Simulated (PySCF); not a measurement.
C₃H₉Bi, triplet, at a GFN2-xTB geometry of the parent state (such geometries of metal compounds can be far from the true shape) (a higher spin typed on purpose: for a closed-shell molecule this is an excited state) (core potentials on Bi); B3LYP/def2-SV(P) in PySCF.

PySCF was given this input:
```python
from pyscf import gto, scf, dft

mol = gto.M(
    atom='''
Bi   -0.00265924   -0.00463990    0.32774277
C    -1.05486994   -1.53919065   -0.96882360
H    -0.64425811   -2.52383649   -0.78776141
H    -0.90946744   -1.27908881   -2.00731595
H    -2.11451925   -1.54953889   -0.74958142
C    -0.80582360    1.70974853   -0.92080720
H    -0.65333574    1.48323884   -1.96613109
H    -0.28504596    2.62610321   -0.67562231
H    -1.86385686    1.84117722   -0.73586087
C     1.88353121   -0.13071016   -0.92504196
H     1.61103079   -0.12000137   -1.97045578
H     2.41685485   -1.04639693   -0.70569174
H     2.52628836    0.71436864   -0.71619253
''',
    basis='def2-sv(p)',
    ecp={'Bi': 'def2-sv(p)'},
    spin=2,
    verbose=3,
)

mf = dft.ROKS(mol)
mf.xc = 'b3lyp'
mf.kernel()
mf.analyze()
```

It wrote (shortened):

```
converged SCF energy = -334.123195099069
**** MO energy ****
                Roothaan           | alpha              | beta
MO #1   energy= -10.1734340565879  | -10.1743271281371  | -10.1725409850388  occ= 2
MO #2   energy= -10.1733993296329  | -10.1742932998973  | -10.1725053593678  occ= 2
MO #3   energy= -10.1633551629763  | -10.1675900325959  | -10.1591202933694  occ= 2
MO #4   energy= -5.96754874031822  | -5.97017978522954  | -5.96491769540882  occ= 2
MO #5   energy= -3.70415344744882  | -3.70721966908656  | -3.70108722580561  occ= 2
MO #6   energy= -3.70033210668817  | -3.70161228587604  | -3.69905192750029  occ= 2
MO #7   energy= -3.69301812136439  | -3.69556369637413  | -3.69047254635082  occ= 2
MO #8   energy= -1.05974069538597  | -1.06253531130673  | -1.05694607946551  occ= 2
MO #9   energy= -1.05830494937681  | -1.0617435853029   | -1.05486631346841  occ= 2
MO #10  energy= -1.05355838938043  | -1.05793330549528  | -1.04918347328798  occ= 2
MO #11  energy= -1.04862167029845  | -1.05110089781824  | -1.04614244277857  occ= 2
MO #12  energy= -1.0461563262512   | -1.04909000635449  | -1.0432226461497   occ= 2
MO #13  energy= -0.715819061042849 | -0.722919444729606 | -0.708718680323321 occ= 2
MO #14  energy= -0.672446806443526 | -0.674887826610578 | -0.670005786302647 occ= 2
MO #15  energy= -0.672117073407813 | -0.678864583838675 | -0.665369568109961 occ= 2
MO #16  energy= -0.548690530634653 | -0.560427227772817 | -0.536953837038153 occ= 2
MO #17  energy= -0.423448353947952 | -0.426281361974657 | -0.420615347059591 occ= 2
MO #18  energy= -0.410500027342391 | -0.413364001453041 | -0.407636053274703 occ= 2
MO #19  energy= -0.409956963022959 | -0.411625334726662 | -0.408288591763933 occ= 2
MO #20  energy= -0.40164295277607  | -0.403531169396947 | -0.399754736110382 occ= 2
MO #21  energy= -0.400555128074383 | -0.40473756477113  | -0.396372691936416 occ= 2
MO #22  energy= -0.395230891486943 | -0.397145235995352 | -0.393316546981795 occ= 2
MO #23  energy= -0.28482126605481  | -0.291676490373608 | -0.277966041771216 occ= 2
MO #24  energy= -0.279098348263694 | -0.295208615228493 | -0.262988158827856 occ= 2
MO #25  energy= -0.229528809198108 | -0.276235883666272 | -0.18282164876268  occ= 1
MO #26  energy= -0.0135557760389293 | -0.0576308788773273 | 0.0305193312921361 occ= 1
MO #27  energy= 0.000541133578401798 | -0.00738440374405932 | 0.00846667093610242 occ= 0
MO #28  energy= 0.044159571754228  | 0.0341574196435674 | 0.0541617367042234 occ= 0
MO #29  energy= 0.0501516241790452 | 0.0488305334016253 | 0.0514727148323526 occ= 0
MO #30  energy= 0.103213154928168  | 0.101521595998601  | 0.104904714170886  occ= 0
MO #31  energy= 0.118526578698278  | 0.117228327908481  | 0.11982483102821   occ= 0
MO #32  energy= 0.11904268927084   | 0.116222439970406  | 0.121862931951568  occ= 0
MO #33  energy= 0.127691391324946  | 0.125951762790096  | 0.129431019966385  occ= 0
MO #34  energy= 0.128148956233114  | 0.12711340669662   | 0.129184505846571  occ= 0
Dipole moment(X, Y, Z, Debye): -0.12554,  0.28729, -0.57087
```
